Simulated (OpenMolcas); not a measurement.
Os4+ (d4) among equal point charges was computed by CASSCF with the d shell active (OpenMolcas, ANO-RCC-VDZP on the metal). Its lowest spin-free states, and all those of the highest spin:

| 2S+1 | Degeneracy | E (cm-1) |
| --- | --- | --- |
| 5 | 1 | 0.0 |
| 5 | 1 | 5028 |
| 5 | 1 | 9758 |
| 5 | 2 | 12160 |
| 3 | 2 | 12950 |
| 3 | 1 | 14834 |
| 3 | 1 | 18959 |
| 3 | 1 | 20149 |
| 3 | 1 | 20533 |
| 3 | 2 | 21033 |
| 3 | 2 | 21879 |
| 1 | 2 | 22053 |

**Question.** Is the site octahedral, tetrahedral or cube-like, axial, or of lower symmetry?

**Answer.** The states with 2S+1 = 5 have orbital degeneracies 1, 1, 1, 2. There are pairs but no triples, so the site is axial: not cubic, but with a proper or improper axis of order three or more. The run had Os4+ among 6 point charges of -1.7 e arranged as a tetragonal octahedron (D4h), 1.99 Å from the ion, with the axial distance 2.149 Å.

Spin-orbit coupling mixes the spin-free states strongly: the lowest level takes only 37 % from its leading state, 5B1. Without dynamic correlation the repulsion within the d shell is too large (B by tens of per cent), so at a given field states of lower spin stand too high. This shell can be high or low spin here, a state of another spin lies low, and with metal d orbitals alone active their balance is uncertain, so the ground spin may be wrong. Point charges give a weaker field than real ligands, and real ions of this kind are as a rule low spin; the high spin found here belongs to the model. Point charges carry no covalency, so the field is a model and not that of real ligands. No measured value stands beside these numbers.
